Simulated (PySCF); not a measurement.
C4H6OSi, SMILES `C1=C([SiH2]C=C1)O` (H–O–C–Si torsion 0°), neutral singlet in the gas phase. 

Cartesian coordinates (Å):
SMILES: OC1=CC=C[SiH2]1
```xyz
12

O      1.9771    -0.7897    -1.1576
C      0.8376    -0.4087    -0.5375
C     -0.2949    -1.1301    -0.6102
C     -1.4424    -0.5797     0.1181
C     -1.2983     0.5764     0.7935
Si     0.4522     1.1008     0.5367
H      2.6714    -0.1498    -0.9887
H     -0.3709    -2.0589    -1.1662
H     -2.3832    -1.1247     0.0914
H     -2.1041     1.0343     1.3495
H      0.6525     2.3737    -0.2095
H      1.3088     1.1439     1.7539
```
Charge 0, spin multiplicity 1.

All levels are single points at this geometry (PBE0-D4/def2-TZVP); Pople sets use spherical d functions. Orbital energies aren't observables, and empty levels follow the basis.

HF/STO-3G in PySCF gives gap (eV) = 12.58.

Estimate the gap (eV) from each of these levels: PBE-D3(BJ)/def2-TZVP in PySCF; PBE0-D4/def2-TZVP in PySCF; B3LYP/6-311+G** in PySCF; M06-2X/6-31G* in PySCF; SVWN5/6-31G* in PySCF.


| level | gap (eV) |
|---|---|
| PBE-D3(BJ)/def2-TZVP in PySCF | 2.92 |
| PBE0-D4/def2-TZVP in PySCF | 4.82 |
| B3LYP/6-311+G** in PySCF | 4.41 |
| M06-2X/6-31G* in PySCF | 6.88 |
| SVWN5/6-31G* in PySCF | 2.92 |
